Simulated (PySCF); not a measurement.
PySCF 2.14 output of an unrestricted PBE calculation on a single atom or ion in def2-SVP with the def2 core potential (28 electrons) (4s4p2d, 26 functions), with scalar relativity through the core potential:

```
SCF conv_tol = 1e-09
number electrons alpha = 12  beta = 10
    J. P. Perdew, K. Burke, and M. Ernzerhof.,  Phys. Rev. Lett. 77, 3865 (1996)
    J. P. Perdew, K. Burke, and M. Ernzerhof.,  Phys. Rev. Lett. 78, 1396 (1997)
    J. P. Perdew, K. Burke, and M. Ernzerhof.,  Phys. Rev. Lett. 77, 3865 (1996)
    J. P. Perdew, K. Burke, and M. Ernzerhof.,  Phys. Rev. Lett. 78, 1396 (1997)
cycle= 1 E= -239.872317374164  delta_E= -0.00648  |g|= 0.0233  |ddm|= 0.35
cycle= 2 E= -239.872401718899  delta_E= -8.43e-05  |g|= 0.0081  |ddm|= 0.0144
cycle= 3 E= -239.872417193882  delta_E= -1.55e-05  |g|= 0.00094  |ddm|= 0.00996
cycle= 4 E= -239.872417604575  delta_E= -4.11e-07  |g|= 2.26e-05  |ddm|= 0.00222
cycle= 5 E= -239.872417604901  delta_E= -3.26e-10  |g|= 3.58e-07  |ddm|= 4.88e-05
converged SCF energy = -239.872417604901  <S^2> = 2.0015201  2S+1 = 3.0010132
```

The run itself started from symmetry-adapted Hartree-Fock orbitals and held the occupation by maximum overlap, on a logarithmic radial grid, so the iterations belong to that start.

Which element, charge and spin multiplicity is this?

Sb⁺ (antimony, charge +1), multiplicity 3; the state was [Kr] 4d10 5s2 5p2, high-spin 3P determinant.

Energies and moments cover only the electrons outside the core potential.
